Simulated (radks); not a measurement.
Results of a calculation; reference values are marked as such.
The ruthenium ion Ru2+, 42 electrons, occupied as [Kr] 4d5 5s1 (not the ground configuration).

Level of theory: scalar-relativistic Kohn-Sham, SCAN, spin-unpolarised, spherical densities, finite nucleus; meta-GGA in the generalised Kohn-Sham scheme; Fermi nuclear charge, rms radius 4.4809 fm (a radial shooting solver on a logarithmic mesh with Libxc functionals).

Energy parts (eV):
part                       energy
total                 -123280.528
kinetic                127488.529
electron-nucleus      -296344.377
Hartree                 49203.971
exchange-correlation    -3628.650

Orbitals (lengths in bohr, moments of r in powers of bohr; <r^-3> diverges for s and p1/2; r(max) is where P^2 peaks):
orbital,occ.,eigenvalue (eV),<r^4>,<r^2>,<r^-3>,r(max)
1s,2,-22008.43,5.920e-06,0.001510,-,0.02172
2s,2,-3200.561,0.001075,0.02498,-,0.1228
2p,6,-2865.822,0.0007725,0.01970,3000,0.09829
3s,2,-590.4796,0.05255,0.1846,-,0.3610
3p,6,-479.3901,0.05744,0.1882,516.6,0.3546
3d,10,-301.5994,0.05958,0.1766,69.33,0.3017
4s,2,-103.4278,2.022,1.162,-,0.9147
4p,6,-72.2028,3.122,1.413,79.71,0.9791
4d,5,-27.6505,12.12,2.569,6.581,1.168
5s,1,-20.5457,93.86,7.989,-,2.386

The highest occupied level is 5s at -20.546 eV. The density falls to 0.001 e/bohr^3 at r = 3.87 bohr. The electron density at the nucleus is 1.124e+05 e/bohr^3 (large components only). Summed over all electrons, <r^2> = 35.07 bohr^2, which gives a Langevin (diamagnetic) susceptibility term of -27.8 x 10^-6 cm^3/mol.
